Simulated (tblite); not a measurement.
Compound: 2-chlorobenzoyl chloride, C7H4Cl2O.
Bonds: O1–C2 (double), C2–Cl3, C2–C4, C4–C5 (aromatic), C5–C6 (aromatic), C6–C7 (aromatic), C7–C8 (aromatic), C8–C9 (aromatic), C9–Cl10, C4–C9 (aromatic). Hydrogens: H11 on C5; H12 on C6; H13 on C7; H14 on C8.

The geometry is computed with GFN2-xTB (gas phase).

Problem. What internal coordinates does the optimisation give?

Solution. 
```
   bond  length (Å)     order
  O1=C2       1.187    double
 C2–Cl3       1.783    single
  C2–C4       1.466    single
  C4–C5       1.399  aromatic
  C5–C6       1.378  aromatic
  C6–C7       1.388  aromatic
  C7–C8       1.381  aromatic
  C8–C9       1.389  aromatic
C9–Cl10       1.715    single
  C4–C9       1.407  aromatic
 C5–H11       1.078    single
 C6–H12       1.079    single
 C7–H13       1.079    single
 C8–H14       1.078    single
```

Orders are formal, as drawn. A selection of angles:
```
     angle  degrees
 O1–C2–Cl3    117.5
  O1–C2–C4    128.5
 Cl3–C2–C4    114.0
  C2–C4–C5    122.0
  C2–C4–C9    120.0
  C5–C4–C9    118.0
  C4–C5–C6    121.3
 C4–C5–H11    118.8
 C6–C5–H11    119.8
  C5–C6–C7    119.9
 C5–C6–H12    119.8
 C7–C6–H12    120.3
  C6–C7–C8    120.0
 C6–C7–H13    120.3
 C8–C7–H13    119.7
  C7–C8–C9    120.4
 C7–C8–H14    120.7
 C9–C8–H14    118.8
C8–C9–Cl10    117.7
  C4–C9–C8    120.3
C4–C9–Cl10    122.1
```

Torsions: O1–C2–C4–C5 180° (antiperiplanar).

The 10 heavy atoms lie in one plane (0.002 Å rms). The 6-membered ring C4–C5–C6–C7–C8–C9 has internal angles of 118.0° to 121.3°; it is planar, 0.00 Å rms from its mean plane, widest ring torsion 0°. The C–C distances run from 1.378 Å (C5–C6, aromatic) to 1.466 Å (C2–C4, drawn single), a spread of 0.088 Å. The C–Cl distances run from 1.715 Å (C9–Cl10, drawn single) to 1.783 Å (C2–Cl3, drawn single), a spread of 0.068 Å. Of the pairs four or more bonds apart, Cl3···H11 is among the closest relative to their van der Waals radii: 2.46 Å, 83 % of the sum of Bondi's values.

Point group: Cs (tolerance 0.08 Å). GFN2-xTB frequencies show an imaginary mode (27i cm⁻¹), so the point is no minimum at that level. 3 starts were optimised and ended at 0.00, 0.86 and 2.09 kcal/mol (GFN2-xTB); the lowest of these is shown.
